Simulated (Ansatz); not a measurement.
Start from `O[CH2][In]([F])[SiH3]` and change one atom or group to get `O[CH2][In]([F])[F]`.

Ansatz, PBE0-D4/def2-TZVP geometries, multiplicity 1. Each molecule was computed in one conformer, which needn't be the lowest.

Elements past krypton have def2 core potentials.

| property | `O[CH2][In]([F])[SiH3]` |
| --- | --- |
| size of the dipole moment (B3LYP/def2-TZVPP) / D | 3.28 |
| HOMO–LUMO gap (B3LYP/def2-TZVPP) / eV | 4.53 |
| HOMO energy (PBE0/def2-TZVPP) / eV | -6.80 |
| size of the dipole moment (ωB97M-V/def2-TZVPP) / D | 3.24 |
| HOMO energy (ωB97M-V/def2-TZVPP) / eV | -8.88 |
| HOMO energy (B3LYP/def2-TZVPP) / eV | -6.60 |

(1) What does the change do to each property? (Best estimate.)

Answers

(1) Computed: 
| property | `O[CH2][In]([F])[F]` | shift |
| --- | --- | --- |
| size of the dipole moment (B3LYP/def2-TZVPP) / D | 3.85 | 0.57 |
| HOMO–LUMO gap (B3LYP/def2-TZVPP) / eV | 5.34 | 0.81 |
| HOMO energy (PBE0/def2-TZVPP) / eV | -7.94 | -1.14 |
| size of the dipole moment (ωB97M-V/def2-TZVPP) / D | 3.71 | 0.47 |
| HOMO energy (ωB97M-V/def2-TZVPP) / eV | -10.11 | -1.23 |
| HOMO energy (B3LYP/def2-TZVPP) / eV | -7.78 | -1.18 |

With PBE0 the HOMO falls by 1.14 eV and the LUMO falls by 0.28 eV, so the gap widens by about 0.86 eV. PBE moves the HOMO by -1.04 eV and ωB97M-V by -1.23 eV. Dipoles are sizes alone; their direction can turn.

B3LYP here is the variant with VWN-RPA as its local correlation; programs differ in this.
